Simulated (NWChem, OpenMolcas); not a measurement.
## How basis sets differ on InPH4O (SMILES O[PH][InH2])

InPH4O: 7 atoms, total charge 0, spin state singlet. SMILES: `O[PH][InH2]`. The shape is that of a PBE0-D4/def2-TZVP optimisation. This is one conformer, not always the lowest.

```xyz
7

O    -1.8445    0.1469    0.0792
P    -0.6228   -0.3700   -0.9355
In    1.3969    0.3659    0.3459
H    -2.6343    0.3118   -0.4419
H    -0.4837   -1.7221   -0.4922
H     1.2782    1.6232    1.5180
H     2.9101   -0.3557   -0.0735
```

Each level gives the dipole moment (D). The values are calculated.

```tsv
level	kind	program	value (D)
HF/ANO-R0 (sfX2C)	Hartree–Fock	OpenMolcas	3.32
HF/STO-3G	Hartree–Fock	OpenMolcas	0.68
HF/3-21G	Hartree–Fock	NWChem	0.58
HF/def2-SVP (RICD fitting, core potential)	Hartree–Fock	OpenMolcas	0.55
HF/def2-SVPD (core potential)	Hartree–Fock	NWChem	0.44
```

All-electron rows without a relativistic Hamiltonian named are non-relativistic, while core potentials hold scalar relativity, so basis and relativity change together. The values span 0.44 to 3.32 D. Magnitudes only. Sets without polarisation functions give poor dipoles.
